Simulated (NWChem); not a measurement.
Species: HTeI; SMILES I[TeH]

Program: NWChem. Medium grid unless said otherwise, to which SCAN and Minnesota functionals are sensitive. All runs use the structure optimised with PBE-D3(BJ)/def2-SVP. def2 effective core potentials on Te, I; no spin-orbit coupling. Total energies of different functionals are on different scales.

```json
[
 {"level": "B3LYP/def2-TZVP", "energy (Ha)": "-566.5391", "highest occupied level (eV)": "-6.26", "orbital gap (eV)": "3.03", "dipole (D)": "1.16"},
 {"level": "PBE/def2-TZVP", "energy (Ha)": "-566.3330", "highest occupied level (eV)": "-5.43", "orbital gap (eV)": "1.66", "dipole (D)": "1.08"},
 {"level": "r2SCAN/def2-TZVP", "energy (Ha)": "-566.5707", "highest occupied level (eV)": "-5.68", "orbital gap (eV)": "1.98", "dipole (D)": "1.14"},
 {"level": "revPBE/def2-TZVP", "energy (Ha)": "-566.4404", "highest occupied level (eV)": "-5.39", "orbital gap (eV)": "1.69", "dipole (D)": "1.08"},
 {"level": "RPBE/def2-TZVP", "energy (Ha)": "-566.4730", "highest occupied level (eV)": "-5.39", "orbital gap (eV)": "1.69", "dipole (D)": "1.07"},
 {"level": "BHandHLYP/def2-TZVP", "energy (Ha)": "-566.2440", "highest occupied level (eV)": "-7.37", "orbital gap (eV)": "5.19", "dipole (D)": "1.26"},
 {"level": "B97-D/def2-TZVP", "energy (Ha)": "-567.3516", "highest occupied level (eV)": "-5.42", "orbital gap (eV)": "1.64", "dipole (D)": "1.11"},
 {"level": "r2SCAN0/def2-TZVP", "energy (Ha)": "-566.5164", "highest occupied level (eV)": "-6.64", "orbital gap (eV)": "3.63", "dipole (D)": "1.21"},
 {"level": "B3PW91/def2-TZVP", "energy (Ha)": "-566.6229", "highest occupied level (eV)": "-6.32", "orbital gap (eV)": "3.10", "dipole (D)": "1.16"}
]
```
